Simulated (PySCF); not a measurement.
Continuum solvent and chemical shifts

Atom-mapped SMILES (the numbers label the heavy atoms): `[CH3:1][B:2]([CH3:3])[c:4]1[cH:5][cH:6][cH:7][c:8]([C:9]#[N:10])[cH:11]1`. Hydrogens are named by the atom that carries them.

GIAO PBE0/pcSseg-1 in PySCF 2.14.0 with density-fitted response routines on one PBE0-D3(BJ)/def2-SVP conformer, non-relativistic, equivalent nuclei averaged. Solvents enter as an IEF-PCM continuum (benzene with ε = 2.3, chloroform with ε = 4.7) around the gas-phase geometry. Shifts are referred to TMS, BF3·OEt2 computed in the same medium.

In benzene, δ in ppm: C11 147.7, C5 146.1, C4 145.6, C7 144.2, C6 134.3, C9 126.8, C8 116.4, C1/C3 12.9, B2 79.3, H(C11) 8.45, H(C5) 8.37, H(C7) 7.97, H(C6) 7.77, H(C1)/H(C3) 1.42. Dipole moment 5.16 D.

(1) How does each δ change in the more polar medium?

(2) Which of the listed nuclei move most (in ppm), and what does the model miss? (N and O are left out, as their reference compounds move with the solvent too.)

## Answers

(1) 
| atoms | environment | Δδ, chloroform |
| --- | --- | --- |
| C11 | aromatic CH | +0.6 |
| C5 | aromatic CH | +1.1 |
| C4 | substituted aromatic carbon | +0.3 |
| C7 | aromatic CH | +0.7 |
| C6 | aromatic CH | +0.6 |
| C9 | nitrile carbon | +1.4 |
| C8 | substituted aromatic carbon | -0.6 |
| C1/C3 | methyl carbon bonded to B | +0.2 |
| B2 | boron bonded to 3 C | +0.2 |
| H(C11) | hydrogen on an aromatic CH | +0.06 |
| H(C5) | hydrogen on an aromatic CH | +0.09 |
| H(C7) | hydrogen on an aromatic CH | +0.08 |
| H(C6) | hydrogen on an aromatic CH | +0.09 |
| H(C1)/H(C3) | hydrogen on a methyl carbon bonded to B | +0.01 |

Changes are relative to benzene. The dipole moment becomes 5.52 D in chloroform.

(2) C9 (nitrile carbon, +1.4 ppm) in chloroform. A continuum only polarises the solute; specific hydrogen bonds, the anisotropy of aromatic solvents and changes of geometry or conformer are outside it.
